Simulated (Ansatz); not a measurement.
A nudged elastic band was laid between two geometries of AsH$_{2}$S (4 atoms, charge -1, multiplicity 1).

Computed with RKS PBE/def2-SVP (Ansatz).

* movable images: 9
* climbing image: yes
* spring: 5.0 eV/Å²
* optimiser: quadratic models (default)
* start path: through a guess of the saddle point
* force threshold: 0.03 eV/Å
* iteration limit: 60
* end points: relaxed

First end point:

```xyz
4
Properties=species:S:1:pos:R:3
S -1.677 0.039 0.954
As 0.097 -0.611 -0.124
H 0.257 0.392 -1.357
H 1.323 0.180 0.527
```

Last end point:

```xyz
4
Properties=species:S:1:pos:R:3
S -1.672 -0.315 0.911
As 0.078 0.625 0.026
H 0.263 -0.049 -1.410
H 1.330 -0.261 0.474
```

(1) What changes between the two ends?

(2) What energy profile does the band end with?

(3) What is the geometry of the highest image?

(4) What are the harmonic wavenumbers there?

Results:

(1) No bond is made or broken. The height of As2 over the plane of its neighbours goes from 0.83 to -0.83 Å. The two ends are copies of one structure, up to a mirror image or an exchange of like atoms.

(2) The run converged. The highest image is number 5 of 0 to 10, 177.8 kJ/mol above the ends, which have the same energy within 2 meV. A vibrational analysis at the climbing image gives one clearly imaginary mode, 1100i cm⁻¹: a first-order saddle point. Limits of this set-up: an anion without diffuse functions, the dipole of an ion depends on the origin.

```
image  path coordinate (Å)  energy (kJ/mol)  height of As2 over the plane of its neighbours (Å)
    0                 0.00              0.0                                                0.83
    1                 0.16              8.7                                                0.72
    2                 0.33             38.0                                                0.56
    3                 0.49             90.7                                                0.38
    4                 0.65            150.6                                                0.19
    5                 0.82            177.8                                                0.00
    6                 0.98            150.6                                               -0.19
    7                 1.14             90.8                                               -0.38
    8                 1.31             38.0                                               -0.56
    9                 1.47              8.7                                               -0.72
   10                 1.63              0.0                                               -0.83
```

(3) 
```xyz
4
Properties=species:S:1:pos:R:3
S -1.824 -0.215 1.000
As 0.081 0.010 -0.044
H 0.288 0.096 -1.544
H 1.455 0.110 0.588
```

(4) 1100i, 418, 494, 959, 2163, 2180 cm⁻¹.

Run time: 57 s on 1 thread of Arm Neoverse V1, on a shared host, peak memory 0.11 GiB.
